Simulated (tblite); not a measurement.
A tight-binding relaxation on `C[C](=O)[GeH2][Cl]`.

Computed with GFN2-xTB geometry optimisation, gas phase (tblite 0.8.0). Start geometry: from a force field or distance geometry. A driver script takes a list of jobs; this job's settings line and coordinates (Å) are shown.

Command:
```bash
OMP_NUM_THREADS=1 python probes_run.py task.json out
```

Input:
```
{"job": {"kind": "relax", "xc": "GFN2-xTB", "basis": "xTB"}, "charge": 0, "multiplicity": 1}
C     -1.377100    -0.049000     0.318600
C     -0.190900    -0.773400    -0.183300
O     -0.188900    -1.961800    -0.478500
Ge     1.449100     0.227600    -0.327900
Cl     1.042400     2.277400     0.277100
H     -1.752900    -0.470000     1.294500
H     -1.169400     1.036200     0.517800
H     -2.228800    -0.080500    -0.398800
H      2.454400    -0.341800     0.718200
H      1.971000     0.139800    -1.760200
```

Output:
```
step      E/eV     max force
  0    -472.95017    1.958
  1    -473.05746    1.911
  2    -473.10608    0.675
  3    -473.11932    0.390
  4    -473.14164    0.390
  5    -473.15506    0.459
  6    -473.17197    0.328
  7    -473.18283    0.329
  8    -473.19321    0.378
  9    -473.20011    0.244
... (100 lines left out)
110    -473.28692    0.054
111    -473.28709    0.029
112    -473.28714    0.029
113    -473.28718    0.043
114    -473.28720    0.019
115    -473.28721    0.016
116    -473.28723    0.015
117    -473.28725    0.014
118    -473.28727    0.011
119    -473.28729    0.009
```

«max force» is the largest atomic force in eV/Å.

**Question.** From which step on does the largest force stay under 0.1 eV/Å, and how much energy is left to gain from there?

**Answer.** From step 110 (0.054 eV/Å), 0.4 meV above the end.

Main results: energy lowered by 7.8 kcal/mol over 119 steps; largest atomic force 0.009 eV/Å at the end.

**Question.** Give the final coordinates.

**Answer.** 0.722 Å rms from the input after alignment:
```
atom  x, y, z in Å
C1    -1.4281   -0.2016    0.4681
C2    -0.3781   -0.5271   -0.5413
O3    -0.5579   -1.1756   -1.5341
Ge4    1.4822    0.2314   -0.1927
Cl5    1.3995    2.3315   -0.3819
H6    -1.1025   -0.5719    1.4403
H7    -1.5108    0.8831    0.5387
H8    -2.3901   -0.6348    0.2023
H9     2.0354   -0.0412    1.2021
H10    2.4593   -0.2890   -1.2240
```

Time: 0.97 s of wall time. Hardware: an Arm Neoverse N1 with one thread, shared host with 64 logical CPUs at a one-minute load of 58.
Labels such as C1 count atoms from 1, the log's own numbers from 0.
